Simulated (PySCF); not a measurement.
CH6O3Si2. Atoms are numbered in the order given.

```xyz
12

O      0.0000     0.0000     1.3448
C      0.0000     0.0000     0.1127
Si    -1.7655     0.0000    -0.6739
O     -2.7494     0.0000     0.6613
Si     1.7655     0.0000    -0.6739
O      2.7494     0.0000     0.6613
H     -1.9340     1.2134    -1.5196
H     -1.9340    -1.2134    -1.5196
H     -2.2067     0.0000     1.4664
H      1.9340    -1.2134    -1.5196
H      1.9340     1.2134    -1.5196
H      2.2067     0.0000     1.4664
```
Charge 0, spin multiplicity 1.

Geometry optimised at ωB97X-D3(BJ)/def2-SVP. This is a generated structure with no PubChem entry under its InChIKey; it may be hypothetical. The values are those of a single conformer.

Computed with TDDFT-PBE/def2-SVPD in PySCF 2.14.0.

Vertical excitations.  State labels are in the subgroup C2v.

Computed excitation energies, oscillator strengths and character:
```csv
state,symmetry,energy (eV),λ (nm),f,main pairs
S1,A2,2.61,475,0.000,HOMO→LUMO 100 %
S2,B1,4.02,309,0.013,HOMO−1→LUMO 98 %
S3,A1,4.12,301,0.009,HOMO−2→LUMO 99 %
S4,B1,4.39,282,0.017,HOMO→LUMO+1 99 %
S5,A2,5.13,242,0.000,HOMO−3→LUMO 100 %
S6,B1,5.51,225,0.009,HOMO→LUMO+2 97 %
S7,A1,5.69,218,0.002,HOMO→LUMO+3 88 %
S8,B2,5.70,217,0.000,HOMO−4→LUMO 99 %
S9,A2,5.95,208,0.000,HOMO−1→LUMO+1 100 %
S10,B1,6.02,206,0.005,"HOMO−6→LUMO 81 %, HOMO→LUMO+4 17 %"
T1,A2,1.95,637,0,HOMO→LUMO 100 %
T2,B1,3.88,319,0,HOMO−1→LUMO 100 %
T3,A1,3.97,312,0,HOMO−2→LUMO 100 %
T4,B1,4.18,297,0,HOMO→LUMO+1 100 %
```
Triplets are in the Tamm–Dancoff approximation, which puts them higher than full response would, so one can lie above its singlet here.
